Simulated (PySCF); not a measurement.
CaCl2, SMILES [Cl][Ca][Cl] (connectivity only; charge and spin as stated), charge +1, multiplicity 2. Geometry optimised at PBE-D3(BJ)/def2-TZVP. The spin state was assumed, not searched. The isomer is the one that the SMILES or the coordinates give; other isomers of the formula were not compared.

Computed with PySCF with PBE-D3(BJ)/def2-TZVP.

Harmonic wavenumbers (cm⁻¹): 178, 264, 370. Rotational constants (GHz): 4.558, 3.838, 2.084; symmetry number 2.

**Question.** Work out the zero-point energy and the ideal-gas rigid-rotor harmonic-oscillator thermochemistry at 298.15 K and 1 atm.

**Answer.** ZPE = ½ Σ hcν = ½ × 812 cm⁻¹ = 4.86 kJ/mol. H − E(el) = 18.46 kJ/mol. Entropy in J/(mol K): translation 167.48, rotation 105.45, vibration 21.19, spin 5.76, total 299.88. G − E(el) = -70.95 kJ/mol. Cp = 54.77 J/(mol K).
